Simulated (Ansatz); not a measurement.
`C[SiH](C)[GeH3]` and `BN[SiH](C)C` differ in one atom or group.

Ansatz, PBE0-D4/def2-TZVP geometries, multiplicity 1. Each molecule was computed in one conformer, which needn't be the lowest.

Scalar relativity is left out up to krypton.

| property | `C[SiH](C)[GeH3]` |
| --- | --- |
| size of the dipole moment (PBE/def2-TZVPP) / D | 1.34 |
| LUMO energy (PBE0/def2-TZVPP) / eV | 0.55 |
| HOMO energy (B3LYP/def2-TZVPP) / eV | -7.49 |
| LUMO energy (PBE/def2-TZVPP) / eV | -0.24 |
| HOMO energy (PBE0/def2-TZVPP) / eV | -7.68 |
| HOMO energy (PBE/def2-TZVPP) / eV | -6.58 |

Problem. Give the same properties after the change, and the shifts. (Best estimate.)

Solution. Computed: 
```csv
property,`BN[SiH](C)C`,shift
size of the dipole moment (PBE/def2-TZVPP) / D,1.67,0.33
LUMO energy (PBE0/def2-TZVPP) / eV,0.00,-0.55
HOMO energy (B3LYP/def2-TZVPP) / eV,-7.90,-0.41
LUMO energy (PBE/def2-TZVPP) / eV,-0.96,-0.72
HOMO energy (PBE0/def2-TZVPP) / eV,-8.12,-0.44
HOMO energy (PBE/def2-TZVPP) / eV,-6.87,-0.29
```

With PBE0 the HOMO falls by 0.44 eV and the LUMO falls by 0.55 eV, so the gap narrows by about 0.11 eV. PBE moves the HOMO by -0.29 eV and ωB97M-V by -0.68 eV. Dipoles are sizes alone; their direction can turn.

B3LYP here is the variant with VWN-RPA as its local correlation; programs differ in this.
